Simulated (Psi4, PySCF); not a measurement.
Input for Psi4:
```
memory 2 GB

molecule {
0 3
S    -0.00000000   -0.00000000   -0.95002097
S     0.00000000    0.00000000    0.95002097
}

set {
  basis aug-cc-pvdz
  reference uks
  scf_type pk
  puream true
  d_convergence 1e-8
  dft_radial_points 99
  dft_spherical_points 590
}

energy('b97m-v')
print_variables()
```

### Question
Give the equivalent PySCF input.

### Answer
One answer among several that fit: 
```python
from pyscf import gto, scf, dft

mol = gto.Mole()
mol.atom = '''
    S    -0.00000000   -0.00000000   -0.95002097
    S     0.00000000    0.00000000    0.95002097
'''
mol.basis = 'aug-cc-pvdz'
mol.spin = 2
mol.verbose = 3
mol.build()

mf = dft.UKS(mol)
mf.xc = 'b97m_v'
mf.grids.atom_grid = (99, 590)
mf.grids.prune = None
mf.kernel()
```

Both were run: Psi4 gave -796.171421 Eh and PySCF -796.171424 Eh, 0.003 mEh apart.
